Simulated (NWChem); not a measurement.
## Ionisation of CF2I

```xyz
4

F      1.9251    -0.0767    -1.0732
C      1.3048     0.3407     0.0000
F      1.9251    -0.0767     1.0732
I     -0.8015    -0.0125     0.0000
```
Charge 0, spin multiplicity 2.

Everything below was run with NWChem. The geometry was optimised at UPBE0/def2-SVP with def2 effective core potentials on I, a minimum by its harmonic frequencies.

Basis set: def2-TZVP. The species with one electron less has spin multiplicity 1 and keeps the geometry of the parent. Δ marks differences of total energies (open shells unrestricted). −ε marks an orbital energy of the parent. That orbital need not have the symmetry of the hole or added electron in the Δ rows. That singlet is a closed-shell solution.

Effective core potentials replace the inner electrons of I; spin-orbit coupling is left out. B3LYP has NWChem's definition, with VWN1-RPA local correlation. The structure started from a generated list of species. The unpaired electrons of the parent sit in orbitals of symmetry a' (Cs labels of the run); other states weren't searched. The stability of the SCF solutions was not checked.

Question: For the first vertical ionisation energy, −ε(alpha HOMO) of PBE gives 5.47 eV and −ε(alpha HOMO) of B3LYP gives 6.67 eV. What do −ε(alpha HOMO) of BHandHLYP, −ε(alpha HOMO) of r2SCAN, ΔBHandHLYP give?

Answer: −ε(alpha HOMO) of BHandHLYP: 8.27 eV; −ε(alpha HOMO) of r2SCAN: 5.98 eV; ΔBHandHLYP: 9.49 eV.
